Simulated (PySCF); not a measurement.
## KSb: frontier orbitals

BHandHLYP at R = 3.342 Å; basis K def2-SVPD, Sb def2-SVPD with ECP28; scalar-relativistic core potentials; PySCF 2.14. State: ³Σ⁻ (triplet), unpaired electrons π ↑↑. Only the outer orbitals are listed, counted within each symmetry, core potentials removing the inner ones.

```csv
spin,orbital,occ.,ε (eV),on K (%),main shells (%)
α,4π,1,-23.24,100,100 K p
α,4π,1,-23.24,100,100 K p
α,8σ,1,-23.14,100,100 K p
α,9σ,1,-14.34,1,99 Sb s
α,5π,1,-5.36,3,97 Sb p
α,5π,1,-5.36,3,97 Sb p
α,10σ,1,-4.92,16,"83 Sb p, 13 K s"
α,11σ,0,-1.22,93,"67 K s, 26 K p"
α,6π,0,0.06,99,98 K p
α,6π,0,0.06,99,98 K p
β,4π,1,-23.25,100,100 K p
β,4π,1,-23.25,100,100 K p
β,8σ,1,-23.14,100,100 K p
β,9σ,1,-12.11,1,98 Sb s
β,10σ,1,-4.24,29,"71 Sb p, 25 K s"
β,11σ,0,-1.14,88,"58 K s, 30 K p, 9 Sb p"
β,5π,0,-0.71,38,"62 Sb p, 36 K p"
β,5π,0,-0.71,38,"62 Sb p, 36 K p"
```

Question: Which are the highest filled and the lowest empty level, where do they sit, and how wide is the gap?

Answer: Highest filled β 10σ at -4.24 eV (in %: 71 Sb p, 25 K s); lowest empty α 11σ at -1.22 eV (in %: 67 K s, 26 K p); the gap at BHandHLYP is 3.02 eV.

```
bond order (Mayer)                              : 0.81
⟨S²⟩                                            : 2.019
charge on K (Mulliken, basis-dependent)         : 0.47
charge on K (Löwdin, basis-dependent)           : 0.40
dipole moment (positive dipole means K(−)Sb(+)) : -9.61 D
```

Spin–orbit coupling is left out. The state is the lowest determinant that a PBE0 search found; another state may lie lower at other levels.
